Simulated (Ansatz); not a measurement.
The inner images of a band of BFH2O + ClH (7 atoms, charge 0, multiplicity 1) are given out of order.

Computed with Ansatz, RKS B3LYP-D4/def2-SVP.

Image 0:

```xyz
7
Properties=species:S:1:pos:R:3
B -0.163 -0.404 -0.024
O -0.441 0.107 1.199
H -1.111 -0.385 1.697
H 0.649 0.136 -0.722
F -0.794 -1.500 -0.433
Cl 0.751 3.062 1.625
H 0.237 1.868 1.619
```

Image 6:

```xyz
7
Properties=species:S:1:pos:R:3
B 0.093 0.405 0.023
O -0.066 0.019 1.694
H -0.916 -0.451 1.775
H 1.106 -0.147 -0.318
F -1.084 -0.074 -0.460
Cl 0.178 2.247 0.119
H -0.182 0.886 2.126
```

**Question.** Put them in order from the first end to the last, with their energies above the first end.
A.
```xyz
7
Properties=species:S:1:pos:R:3
B -0.120 -0.407 0.011
O -0.284 -0.017 1.299
H -1.082 -0.373 1.719
H 0.831 -0.021 -0.609
F -1.014 -1.214 -0.546
Cl 0.525 3.091 1.465
H 0.271 1.826 1.621
```
B.
```xyz
7
Properties=species:S:1:pos:R:3
B -0.069 -0.394 0.069
O -0.176 -0.149 1.398
H -1.053 -0.353 1.759
H 0.970 -0.186 -0.492
F -1.117 -0.867 -0.596
Cl 0.291 3.039 1.226
H 0.282 1.795 1.595
```
C.
```xyz
7
Properties=species:S:1:pos:R:3
B -0.024 -0.340 0.146
O -0.112 -0.278 1.498
H -1.019 -0.380 1.824
H 1.049 -0.257 -0.383
F -1.126 -0.506 -0.576
Cl 0.119 2.882 0.903
H 0.240 1.763 1.547
```
D.
```xyz
7
Properties=species:S:1:pos:R:3
B 0.050 0.090 0.138
O -0.079 -0.051 1.620
H -0.986 -0.311 1.857
H 1.128 -0.127 -0.330
F -1.073 -0.199 -0.512
Cl 0.099 2.315 0.561
H -0.012 1.168 1.625
```
E.
```xyz
7
Properties=species:S:1:pos:R:3
B 0.018 -0.183 0.186
O -0.077 -0.244 1.555
H -0.991 -0.345 1.861
H 1.096 -0.158 -0.334
F -1.095 -0.261 -0.532
Cl 0.094 2.550 0.698
H 0.083 1.526 1.525
```

**Answer.** A (+0.1 kcal/mol), B (+0.2 kcal/mol), C (+0.6 kcal/mol), E (+5.0 kcal/mol), D (+21.5 kcal/mol).

Run time: 3.7 min on 1 thread of Arm Neoverse V1, on a shared host, peak memory 0.16 GiB.
